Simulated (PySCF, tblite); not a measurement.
One entry of a table of gas-phase calculations, keyed by method. Lists by class give the value and the number of equivalent atoms.

```json
{
 "formula": "C4H7FO3",
 "smiles": "F[C@H]1COCOCO1",
 "charge": 0,
 "multiplicity": 1,
 "geometry_level": "GFN2-xTB",
 "atoms_angstrom": [
  ["F", 2.55, 0.642, 0.233],
  ["C", 1.259, 0.391, -0.124],
  ["C", 1.033, -1.129, -0.185],
  ["O", -0.208, -1.439, -0.774],
  ["C", -1.315, -0.823, -0.187],
  ["O", -1.411, 0.543, -0.507],
  ["C", -0.781, 1.428, 0.378],
  ["O", 0.445, 0.961, 0.856],
  ["H", 1.093, 0.856, -1.109],
  ["H", 1.796, -1.598, -0.808],
  ["H", 1.092, -1.52, 0.841],
  ["H", -1.312, -0.961, 0.908],
  ["H", -2.187, -1.303, -0.637],
  ["H", -0.673, 2.366, -0.187],
  ["H", -1.386, 1.595, 1.281]
 ],
 "electronic_structure_code": "PySCF",
 "results": {
  "GFN2-xTB geometry": {
   "point_group": "C1",
   "rotational_constants_GHz": [3.305, 2.011, 1.37]
  },
  "CAM-B3LYP/def2-SVPD ground state and vertical TDDFT (core frozen in the response)": {
   "dipole_D": 1.36,
   "homo_eV": -9.53,
   "lumo_eV": 1.31,
   "S1_eV": 7.86,
   "strongest_line_of_8_singlets_eV": 8.88,
   "T1_tda_eV": 7.69,
   "polarisability_au": 59.4,
   "r2_bohr2_about_centre_of_nuclear_charge": 853.4,
   "singlets_eV_and_f": [
    [7.86, 0.025],
    [8.16, 0.011],
    [8.34, 0.003],
    [8.55, 0.019],
    [8.69, 0.014],
    [8.71, 0.017],
    [8.88, 0.037],
    [8.95, 0.025]
   ],
   "triplets_tda_eV": [7.69, 7.94, 8.14]
  },
  "PBE0/pcSseg-1 ground state and GIAO shieldings, non-relativistic": {
   "shift_vs_computed_TMS_C_by_class_ppm": [
    [114.0, 1],
    [95.4, 1],
    [93.6, 1],
    [76.2, 1]
   ],
   "shift_vs_computed_TMS_H_by_class_ppm": [
    [5.8, 1],
    [5.37, 1],
    [5.25, 1],
    [5.11, 1],
    [4.85, 1],
    [4.21, 1],
    [3.63, 1]
   ],
   "shielding_other_nuclei_by_class_ppm": [
    ["O", 210.1, 1],
    ["O", 211.4, 1],
    ["O", 259.7, 1],
    ["F", 342.8, 1]
   ],
   "charges_hirshfeld_e_by_atom": [-0.11, 0.12, -0.02, -0.15, 0.06, -0.15, 0.07, -0.15, 0.04, 0.06, 0.04, 0.04, 0.06, 0.05, 0.05]
  },
  "B3LYP/pcJ-1 indirect spin-spin coupling, non-relativistic, gas phase; spin–dipole term left out for some pairs": {
   "largest_one_bond_couplings_by_class_Hz": [
    ["19F–13C", -275.1, 1],
    ["13C–1H", 175.6, 1],
    ["13C–1H", 173.8, 1],
    ["13C–1H", 172.6, 1],
    ["13C–1H", 171.2, 1],
    ["13C–1H", 160.2, 1],
    ["13C–1H", 155.1, 1],
    ["13C–1H", 150.2, 1]
   ]
  },
  "GFN2-xTB harmonic vibrations, gas phase": {
   "strongest_ir_bands_cm-1_km_per_mol_modes": [
    [956.3, 76.2, 1],
    [1040.2, 84.1, 1],
    [1058.2, 189.0, 1],
    [1103.5, 67.8, 1],
    [1124.1, 210.4, 1],
    [1127.1, 118.3, 1]
   ],
   "zpe_kcal_per_mol": 71.5
  }
 }
}
```

The zero-point energy, half the sum of the 39 harmonic wavenumbers, equals 25020 cm⁻¹ or 299 kJ/mol. S1 lies 2.98 eV below the HOMO–LUMO gap; its leading configuration is HOMO→LUMO, weight 0.79.

One conformer stands for the species.
